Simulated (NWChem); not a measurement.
A calculation on iminoborane (H₂BN)

SMILES: N=B
```xyz
4

B      0.0000     0.0000    -0.7011
N      0.0000     0.0000     0.5488
H      0.0000     0.0000    -1.8910
H      0.0000     0.0000     1.5544
```
Charge 0, spin multiplicity 1.

Program: NWChem. The geometry was optimised at PBE/def2-SVP, a minimum by its harmonic frequencies.

Symmetry labels belong to the abelian group C2v used in the runs, with the axes of the coordinates shown; states degenerate in a higher group split over its labels.

List the lowest 5 singlet excitations that TDA-BHandHLYP/aug-cc-pVDZ gives, with oscillator strengths.


```tsv
state	symmetry	energy (eV)	wavelength (nm)	f
1	a2	6.85	181	0.000
2	a1	7.04	176	0.000
3	a2	7.04	176	0.000
4	b1	7.65	162	0.072
5	b2	7.65	162	0.072
```
